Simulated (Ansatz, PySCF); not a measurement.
System: InF3 (charge 0, singlet). 
Coordinates optimised at B3LYP-D3(BJ)/def2-TZVP (Ansatz, a first-principles code):
```xyz
4

In     0.0000     0.0000     0.0000
F     -1.6502    -1.0027     0.0575
F      0.0200     1.7858    -0.7364
F      1.6302    -0.7832     0.6789
```
Charge 0, spin multiplicity 1.

Total electronic energies in hartree. Valence correlation only, unless marked. No spin-orbit coupling. The frozen core is the preceding noble-gas configuration, with the filled d and f shells of earlier blocks. In def2 rows, elements after Kr have scalar-relativistic effective core potentials. CBS marks a two-point X^-3 extrapolation of the correlation energy; Hartree-Fock from the larger set. [CCSD(T)-MP2]/basis is that difference in the basis named.

```json
[
 {"level": "HF/def2-SVPD", "program": "Ansatz", "energy (Eh)": "-487.37309"},
 {"level": "HF/def2-QZVPPD", "program": "Ansatz", "energy (Eh)": "-487.75617"},
 {"level": "RI-HF/def2-TZVPPD", "program": "Ansatz", "energy (Eh)": "-487.74097"},
 {"level": "RI-HF/def2-QZVPP", "program": "Ansatz", "energy (Eh)": "-487.75581"},
 {"level": "PBE/def2-TZVPD", "program": "PySCF", "energy (Eh)": "-489.60730"},
 {"level": "BLYP/def2-TZVPD", "program": "Ansatz", "energy (Eh)": "-489.82925"},
 {"level": "B3LYP-D3(BJ)/def2-TZVPD", "program": "Ansatz + dftd3", "energy (Eh)": "-489.94999"},
 {"level": "B3LYP-D4/def2-TZVPD", "program": "Ansatz + dftd4", "energy (Eh)": "-489.95059"},
 {"level": "PBE0/def2-SVP", "program": "Ansatz", "energy (Eh)": "-489.19241"},
 {"level": "PBE0-D3(BJ)/def2-TZVPD", "program": "Ansatz + dftd3", "energy (Eh)": "-489.59488"},
 {"level": "PBE0-D4/def2-TZVPD", "program": "Ansatz + dftd4", "energy (Eh)": "-489.59533"},
 {"level": "TPSSh/def2-TZVPD", "program": "PySCF", "energy (Eh)": "-489.79882"},
 {"level": "r2SCANh/def2-TZVPD", "program": "Ansatz", "energy (Eh)": "-489.79897"},
 {"level": "HSE06-D4/def2-TZVPD", "program": "Ansatz + dftd4", "energy (Eh)": "-489.58219"},
 {"level": "LC-wPBE/def2-TZVPD", "program": "Ansatz", "energy (Eh)": "-489.75473"},
 {"level": "wB97X/def2-TZVPD", "program": "Ansatz", "energy (Eh)": "-489.85575"},
 {"level": "B2PLYP-D3(BJ)/def2-TZVPD", "program": "Ansatz + dftd3", "energy (Eh)": "-489.46007"},
 {"level": "MP2/def2-SVP", "program": "Ansatz", "energy (Eh)": "-487.96747"},
 {"level": "RI-MP2/def2-QZVPP", "program": "Ansatz", "energy (Eh)": "-488.67552"},
 {"level": "RI-MP2/CBS(def2-TZVPPD,def2-QZVPPD)", "program": "Ansatz", "energy (Eh)": "-488.7311"},
 {"level": "CCSD(T)/def2-TZVPPD", "program": "Ansatz", "energy (Eh)": "-488.60491"},
 {"level": "RI-MP2/CBS(def2-TZVPPD,def2-QZVPPD)+[CCSD(T)-MP2]/def2-SVPD", "program": "Ansatz", "energy (Eh)": "-488.7431"},
 {"level": "RI-MP2/CBS(def2-TZVPPD,def2-QZVPPD)+[CCSD(T)-MP2]/def2-TZVPPD", "program": "Ansatz", "energy (Eh)": "-488.7474"}
]
```

Totals of different functionals don't rank their quality; only differences between species are comparable.
